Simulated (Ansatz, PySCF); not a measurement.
Species: 3,3-difluorooxetane, C$_{3}$H$_{4}$F$_{2}$O, charge 0, multiplicity 1. SMILES: FC1(F)COC1
Coordinates optimised at B3LYP-D3(BJ)/def2-TZVP (Ansatz, an electronic-structure program):
```xyz
10

F     -0.3333     1.4187     0.7626
C     -0.1539     0.3804    -0.0953
F     -0.5655     0.8030    -1.3194
C      1.2221    -0.2811    -0.0532
O      0.6160    -1.5226     0.3816
C     -0.7192    -0.9618     0.3647
H      1.7111    -0.3734    -1.0239
H      1.9025     0.1340     0.6917
H     -1.1773    -0.9459     1.3546
H     -1.3687    -1.4533    -0.3610
```
Charge 0, spin multiplicity 1.

Property: vertical ionisation energy (to the doublet state of charge +1; each state is the SCF solution reached for its spin), in eV. Correlated levels leave the core frozen unless marked. UHF or UKS for open shells. Spin-orbit coupling is left out. No relativistic terms. 

```json
[
 {"level": "HF/aug-cc-pVTZ", "program": "Ansatz", "vertical ionisation energy (eV)": "9.39"},
 {"level": "PBE/def2-TZVPD", "program": "Ansatz", "vertical ionisation energy (eV)": "10.26"},
 {"level": "r2SCAN/def2-TZVPD", "program": "Ansatz", "vertical ionisation energy (eV)": "10.32"},
 {"level": "BHLYP/def2-TZVPD", "program": "Ansatz", "vertical ionisation energy (eV)": "10.49"},
 {"level": "wB97M-V/def2-TZVPD", "program": "Ansatz", "vertical ionisation energy (eV)": "10.62"},
 {"level": "B2PLYP/def2-TZVPD", "program": "Ansatz", "vertical ionisation energy (eV)": "10.65"},
 {"level": "RI-MP2/aug-cc-pVTZ", "program": "Ansatz", "vertical ionisation energy (eV)": "11.15"},
 {"level": "SCS-MP2/aug-cc-pVDZ", "program": "Ansatz", "vertical ionisation energy (eV)": "10.89"},
 {"level": "CCSD/aug-cc-pVDZ", "program": "Ansatz", "vertical ionisation energy (eV)": "10.56"}
]
```

For comparison, minus the highest occupied orbital energy (PySCF): 6.76 eV at r2SCAN/def2-TZVPD, 9.79 eV at M06-2X/def2-TZVPD, 7.22 eV at TPSSh/def2-TZVPD.
